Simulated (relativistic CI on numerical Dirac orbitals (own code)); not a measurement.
# Co4+ in a cubic cluster: 1s photoemission with charge transfer

Computed with a charge-transfer multiplet model of a cubic metal-ligand cluster with up to 3 ligand holes, Slater and spin-orbit integrals from Dirac-Coulomb-Breit ions, Slater integrals scaled by 0.9. The ground state mixes d5 with configurations of k ligand holes L, whose averages lie at kΔ + k(k − 1)U_dd/2; a core hole lowers each added d electron by U_cd. 300 K, Lorentzian 1.1 eV and Gaussian 0.6 eV FWHM.

Atomic integrals in eV (Slater integrals scaled, ζ unscaled), ground: F2dd 12.224, F4dd 7.677, zeta_d 0.080; with the core hole: F2dd 13.651, F4dd 8.604, zeta_d 0.111, G2cd 0.082.

Cluster parameters (eV): U_dd = 6.1, U_cd = 6.9, 10Dq = 1.8, 10Dq(ligand) = 0.4, V(eg) = 2.8, V(t2g) = -1.43, final-state hopping factor = 0.9.

Weights, n_d and S are thermal averages at 300 K. Binding energies count from the first peak over 30 % of the highest in each spectrum, which can be another peak from case to case. The parameters are a model scan and need not match a compound or its usual spin state. Peaks in eV (height, largest 100): 0.0 (100), 9.8 (18).

(1) Which parameters give this spectrum?
A. Δ = -2.2 eV
B. Δ = 0.8 eV
C. Δ = -1.2 eV

## Answers

(1) A. Δ = -2.2 eV; the ground state then has 6.15 d electrons and S = 0.55. The choice follows from running the model for each set and comparing peak positions and heights.
